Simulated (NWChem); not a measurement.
## Basis-set convergence for H2GeO

```xyz
4

Ge     0.2431     0.3088     0.0000
H      1.4668    -0.7541     0.0000
O     -1.0608    -0.9123     0.0000
H     -0.7595    -1.8280     0.0000
```
Charge 0, spin multiplicity 1.

The numbers come from NWChem runs, not from measurements. All single points use one geometry, from PBE0/def2-SVP, a minimum by its harmonic frequencies. It is one conformer; others weren't searched.

Quantity: LUMO energy at the level PBE.

The Hamiltonian is non-relativistic. The Pople sets run with spherical d functions. The structure started from a generated list of species.

```tsv
basis	functions	LUMO energy (eV)
STO-3G	25	0.38
3-21G	35	-2.66
cc-pVDZ	51	[?]
def2-SVP	56	[?]
6-311G**	74	-3.03
aug-cc-pVDZ	77	-3.17
aug-pcseg-1	77	[?]
def2-SVPD	77	-3.14
pcseg-2	101	-3.13
def2-QZVP	192	-3.14
```

Task: Some entries are withheld; supply them.

Result: 
- cc-pVDZ, LUMO energy (eV): -2.90
- def2-SVP, LUMO energy (eV): -2.93
- aug-pcseg-1, LUMO energy (eV): -3.21
